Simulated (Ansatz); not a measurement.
`[CH3][AlH][TeH]` + `C#C[O][GeH2][CH3]` → `C#C[O][AlH][CH3]` + `[CH3][GeH2][TeH]`  (redistribution)

Computed with Ansatz on PBE0-D4/def2-TZVP structures; ΔE is electronic, products minus reactants. CBS: MP2 limit from def2 TZ/QZ plus the TZ coupled-cluster correction, frozen cores. Functionals use def2-TZVPP. B3LYP here is the variant with VWN-RPA as its local correlation; programs differ in this. Elements past krypton have def2 core potentials. For Ge, Te outer-core shells are correlated without core-valence functions, which leaves a few kJ/mol of doubt a bond. Scalar relativity is left out up to krypton. One conformer a species, not always the lowest.

Q: Is it downhill or uphill in electronic energy at CCSD(T)/CBS, and by how much? (An estimate is asked.)

A: Ansatz gave: Downhill: ΔE = -53.1 kJ/mol.

Q: What do these levels give: ωB97M-V, PBE, B3LYP, SCS-MP2/def2-TZVPP, CCSD/def2-TZVPP, CCSD(T)/def2-TZVPP? (Estimate.)

A: Computed: ωB97M-V -54.6, PBE -51.8, B3LYP -58.8, SCS-MP2/def2-TZVPP -50.0, CCSD/def2-TZVPP -50.8, CCSD(T)/def2-TZVPP -49.0 kJ/mol.

Largest T1 diagnostic among the species: 0.013.
